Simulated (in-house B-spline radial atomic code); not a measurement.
Many-body shifts of the gap in n-type InAs

For InAs the NSM archive of the Ioffe Institute lists m* = 0.023 m0, a heavy-hole mass of 0.41 m0 and ε = 15.15, so a* = 34.86 nm, Ha* = 2.727 meV and m_h/m* = 17.8. The electrons form a uniform gas in one parabolic band at zero temperature. Exchange and RPA correlation lower the electron chemical potential by μ_x = −k_F/π and μ_c = d(n ε_c)/dn. A single heavy hole at rest gains the second-order self-energy of its screening cloud in the RPA. Shifts from the dopant ions, band tails, light holes and non-parabolicity are left out, so this is the carrier part of the narrowing only.

```tsv
n (cm⁻³)	r_s	E_F (meV)	μ_x (meV)	μ_c (meV)	hole (meV)	sum (meV)
2.69e15	1.28	3.06	-1.3	-0.22	-1.3	-2.8
7.46e15	0.911	6.05	-1.8	-0.25	-1.6	-3.7
2.05e16	0.65	11.9	-2.6	-0.27	-2.0	-4.8
5.64e16	0.464	23.3	-3.6	-0.30	-2.4	-6.3
1.54e17	0.332	45.6	-5.0	-0.32	-3.0	-8.3
4.23e17	0.237	89.4	-7.0	-0.35	-3.6	-11.0
```

**Question.** Work out the row r_s = 0.464, where ε_c = -0.0994 Ha* and dε_c/dr_s = 0.0599 Ha*, and estimate the hole term for an infinitely heavy hole with Thomas-Fermi screening.

**Answer.** k_F = 4.1361, so μ_x = −1.3166 Ha* = -3.6 meV. μ_c = ε_c − (r_s/3) dε_c/dr_s = -0.1087 Ha* = -0.30 meV. A fixed charge gains −q_s/2 with q_s = √(4k_F/π) = 2.2948, that is -3.1 meV. The computed -2.4 meV is 0.78 of it, since the hole recoils and Lindhard screening weakens at large q.

**Question.** How do the parts scale with density, and what happens to the absorption edge?

**Answer.** End to end μ_x goes as n^0.33, μ_c as n^0.09, the hole term as n^0.20 and E_F as n^0.67. With vertical transitions from the heavy-hole band the edge moves by E_F (1 + m*/m_h) plus the sum, taking the hole's shift at rest for that at k_F: +0.4 meV in the first row and +83 meV in the last. Band filling (Burstein-Moss) grows faster than the narrowing.
